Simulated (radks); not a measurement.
Species: Sr V. Configuration: [Ar] 3d10 4p(up 2.5, down 2.5) 4s(up 0.75, down 0.25) (fractional occupations, a model configuration). All-electron calculation, scalar-relativistic Kohn-Sham, SCAN, spin-polarised, spherical densities, finite nucleus; meta-GGA in the generalised Kohn-Sham scheme; Fermi nuclear charge, rms radius 4.224 fm. Program: a radial shooting solver on a logarithmic mesh with Libxc functionals.

Radial electron density D(r) = 4 pi r^2 rho(r):

| r (bohr) | D(r) (e/bohr) | spin D(r) |
|---|---|---|
| 0.002865 | 3.832 | 0.00233 |
| 0.003256 | 4.756 | 0.00289 |
| 0.003731 | 5.958 | 0.00361 |
| 0.00424 | 7.330 | 0.00443 |
| 0.004819 | 8.970 | 0.00540 |
| 0.005477 | 10.91 | 0.00654 |
| 0.006225 | 13.18 | 0.00786 |
| 0.007132 | 15.98 | 0.00946 |
| 0.008106 | 18.99 | 0.0111 |
| 0.009213 | 22.33 | 0.0129 |
| 0.01047 | 25.96 | 0.0148 |
| 0.012 | 30.05 | 0.0168 |
| 0.01363 | 33.98 | 0.0185 |
| 0.0155 | 37.80 | 0.0199 |
| 0.01761 | 41.29 | 0.0207 |
| 0.02002 | 44.22 | 0.0207 |
| 0.02293 | 46.43 | 0.0197 |
| 0.02607 | 47.46 | 0.0177 |
| 0.02963 | 47.37 | 0.0146 |
| 0.03367 | 46.24 | 0.0107 |
| 0.03827 | 44.34 | 0.00671 |
| 0.04384 | 42.03 | 0.00339 |
| 0.04983 | 40.27 | 0.00244 |
| 0.05664 | 39.61 | 0.00492 |
| 0.06437 | 40.59 | 0.0118 |
| 0.07316 | 43.37 | 0.0231 |
| 0.08382 | 47.87 | 0.0382 |
| 0.09526 | 52.55 | 0.0519 |
| 0.1083 | 56.25 | 0.0602 |
| 0.1231 | 57.59 | 0.0587 |
| 0.1399 | 55.74 | 0.0456 |
| 0.1602 | 50.48 | 0.0225 |
| 0.1821 | 43.81 | 0.00174 |
| 0.207 | 37.64 | -0.00508 |
| 0.2352 | 33.93 | 0.0115 |
| 0.2674 | 33.64 | 0.0527 |
| 0.3063 | 36.40 | 0.108 |
| 0.3482 | 39.81 | 0.144 |
| 0.3957 | 41.48 | 0.139 |
| 0.4497 | 39.72 | 0.0927 |
| 0.5111 | 34.42 | 0.0283 |
| 0.5856 | 26.42 | -0.0104 |
| 0.6656 | 18.76 | 0.0264 |
| 0.7564 | 12.75 | 0.147 |
| 0.8597 | 9.007 | 0.311 |
| 0.985 | 7.190 | 0.473 |
| 1.119 | 6.556 | 0.547 |
| 1.272 | 6.050 | 0.531 |
| 1.446 | 5.183 | 0.417 |
| 1.644 | 3.932 | 0.272 |
| 1.883 | 2.501 | 0.137 |
| 2.14 | 1.382 | 0.0555 |
| 2.432 | 0.6396 | 0.0156 |
| 2.765 | 0.2433 | 0.00207 |
| 3.142 | 0.07455 | -0.000553 |
| 3.6 | 0.01634 | -0.000392 |
| 4.091 | 0.002978 | -0.000116 |
| 4.65 | 0.0004027 | -0.0000217 |

D(r) has 3 maxima, at r = 0.0276, 0.122, 0.399 bohr, and minima at 0.0562, 0.253 bohr, inside which lie 2.05, 11.04 electrons.
